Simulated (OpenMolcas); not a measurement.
Ni2+ in a ligand field

Ni2+ with 6 ligands (oxide) in octahedral coordination (Oh) at 2.07 Å. A charge of +1.67 e stands 3.2 Å behind each ligand. Ligand basis ANO-RCC-VDZP.
```
Ni    0.0000    0.0000    0.0000
O     2.0700    0.0000    0.0000
O     0.0000    2.0700    0.0000
O    -2.0700    0.0000    0.0000
O     0.0000   -2.0700    0.0000
O     0.0000    0.0000    2.0700
O     0.0000    0.0000   -2.0700
```

| Property | Result |
| --- | --- |
| Program | OpenMolcas |
| Method | CASSCF |
| Basis | ANO-RCC-VDZP [5s4p2d1f] |
| Scalar Hamiltonian | DKH2, point nucleus |
| Active space | 8 electrons in 5 orbitals (3d) |
| State averaging | 2S+1 = 3 even, 10 roots; 2S+1 = 1 even, 15 roots |
| Spin-orbit coupling | state interaction with AMFI integrals over the reference wave functions |

The lowest spin-free states (labels of O, the rotations of Oh), above the lowest:

```tsv
State	Degeneracy	E (cm-1)	Free-ion L (%)
3A2	1	0.0	F (100)
3T2	3	4823	F (100)
3T1	3	8469	F (99)
1E	2	18031	D (88)
1T2	3	22073	D (95)
3T1	3	25110	P (99)
1A1	1	27864	G (98)
1T1	3	29358	G (100)
1E	2	31949	G (88)
1T2	3	32714	G (95)
1A1	1	66749	S (98)
```

The lowest levels with spin-orbit coupling:

```json
{"E (cm-1)": "0.0", "Degeneracy": "3", "Label": "T2", "2S+1": "3"}
{"E (cm-1)": "4544", "Degeneracy": "2", "Label": "E", "2S+1": "3"}
{"E (cm-1)": "4717", "Degeneracy": "3", "Label": "T1", "2S+1": "3"}
{"E (cm-1)": "5220", "Degeneracy": "3", "Label": "T2", "2S+1": "3"}
{"E (cm-1)": "5348", "Degeneracy": "1", "Label": "A2", "2S+1": "3"}
{"E (cm-1)": "7655", "Degeneracy": "1", "Label": "A1", "2S+1": "3"}
{"E (cm-1)": "8281", "Degeneracy": "3", "Label": "T1", "2S+1": "3"}
{"E (cm-1)": "9231", "Degeneracy": "3", "Label": "T2", "2S+1": "3"}
{"E (cm-1)": "9315", "Degeneracy": "2", "Label": "E", "2S+1": "3"}
{"E (cm-1)": "18240", "Degeneracy": "2", "Label": "E", "2S+1": "1"}
{"E (cm-1)": "21982", "Degeneracy": "3", "Label": "T2", "2S+1": "1 (90 %)"}
{"E (cm-1)": "25066", "Degeneracy": "2", "Label": "E", "2S+1": "3"}
{"E (cm-1)": "25311", "Degeneracy": "3", "Label": "T2", "2S+1": "3 (90 %)"}
{"E (cm-1)": "25626", "Degeneracy": "3", "Label": "T1", "2S+1": "3"}
{"E (cm-1)": "25880", "Degeneracy": "1", "Label": "A1", "2S+1": "3"}
{"E (cm-1)": "28086", "Degeneracy": "1", "Label": "A1", "2S+1": "1"}
{"E (cm-1)": "29570", "Degeneracy": "3", "Label": "T1", "2S+1": "1"}
{"E (cm-1)": "32176", "Degeneracy": "2", "Label": "E", "2S+1": "1"}
{"E (cm-1)": "32928", "Degeneracy": "3", "Label": "T2", "2S+1": "1"}
{"E (cm-1)": "67005", "Degeneracy": "1", "Label": "A1", "2S+1": "1"}
```

Powder χT (cm3 K/mol): 1.51 at 2 K, 1.52 at 10 K, 1.53 at 50 K, 1.55 at 100 K, 1.59 at 200 K, 1.63 at 300 K. The effective moment at 300 K is 2.828 √(χT) = 3.61 μB.

The lowest level has 2S+1 = 3, for which the spin-only value is χT = S(S+1) / 2 = 1.000 cm3 K/mol (g = 2). The computed 1.626 at 300 K differs by +0.626, through orbital momentum, spin-orbit coupling and any other state in reach.

Metal share of the active 3d orbitals (Löwdin): 95, 95, 99, 99, 99 %; Mulliken charge of the metal 1.39.

A least-squares ligand-field fit to the states below 45000 cm-1, each weighted by its degeneracy and with a free common offset, gives 10Dq = 4804 cm-1, B = 1270 cm-1 and C = 4667 cm-1 (C/B = 3.68), with an rms deviation of 35 cm-1.

Without dynamic correlation the repulsion within the d shell is too large (B by tens of per cent), so at a given field states of lower spin stand too high. The oxide ions are held by bare point charges, a crude embedding. Ligand-to-metal charge-transfer states are missing. With oxide or sulfide held by bare charges the field of late divalent 3d ions can come out several times too small, and g and χT far too large. With no ligand orbital active B as a rule stays too high, so bands that hang on it stand too high and its fall with covalency is understated. With metal d orbitals alone and no dynamic correlation the field as a rule comes out too small, by tens of per cent, by up to half for chloride and softer ligands, and the orbital part of g and χT, which goes as 1/10Dq, too large. No measured value stands beside these numbers; the geometry is a model, was not optimised and need not be the one that this ion takes.

The RASSCF and RASSI steps took 14 s on 1 thread of Arm Neoverse V1 (shared host); the integral step is not counted.
